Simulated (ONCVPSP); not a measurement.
# Debugging a pseudopotential input (zirconium (Zr), ONCVPSP 4.0.1)

Command:

```bash
oncvpsp.x < Zr.dat > Zr.out
```

Input:

```
# ATOM AND REFERENCE CONFIGURATION
# atsym  z   nc   nv     iexc    psfile
  Zr 40.00    6    4        4      upf
#
#   n    l    f
    1    0    2.00
    2    0    2.00
    2    1    6.00
    3    0    2.00
    3    1    6.00
    3    2   10.00
    4    0    2.00
    4    1    6.00
    4    2    2.00
    5    0    0.50
#
# PSEUDOPOTENTIAL AND OPTIMIZATION
# lmax
    2
#
#   l,   rc,      ep,       ncon, nbas, qcut
    0    1.90    0.00    4    9    8.40
    1    2.10    0.00    4    9    6.10
    2    2.75    0.00    4    8    6.10
#
# LOCAL POTENTIAL
# lloc, lpopt,  rc(5),   dvloc0
    4    7    1.70    3.00
#
# VANDERBILT-KLEINMAN-BYLANDER PROJECTORs
# l, nproj, debl
    0    2    0.80
    1    2    1.00
    2    2    3.60
#
# MODEL CORE CHARGE
# icmod, fcfact, rcfact
    3    6.00    1.00
#
# LOG DERIVATIVE ANALYSIS
# epsh1, epsh2, depsh
   -4.00    5.00    0.02
#
# OUTPUT GRID
# rlmax, drl
    6.00    0.01
#
# TEST CONFIGURATIONS
# ncnf
    4
# nvcnf
#   n    l    f
    4
    4    0    2.00
    4    1    6.00
    4    2    2.00
    5    0    2.00
#
    4
    4    0    2.00
    4    1    6.00
    4    2    2.00
    5    0    1.00
#
    4
    4    0    2.00
    4    1    6.00
    4    2    2.00
    5    0    0.00
#
    4
    4    0    2.00
    4    1    6.00
    4    2    3.00
    5    0    0.00
#
```

This is an input that runs to its end, with one change: lpopt set to 7.

Q: How does the run end?

A: The program refuses the input: "test_data: must have 1 <= lpopt <= 5".

```
ONCVPSP  (Optimized Norm-Conservinng Vanderbilt PSeudopotential)
scalar-relativistic version 4.0.1

test_data: must have 1 <= lpopt <= 5
ERROR: test_data found   1 ERROR; stopping
```
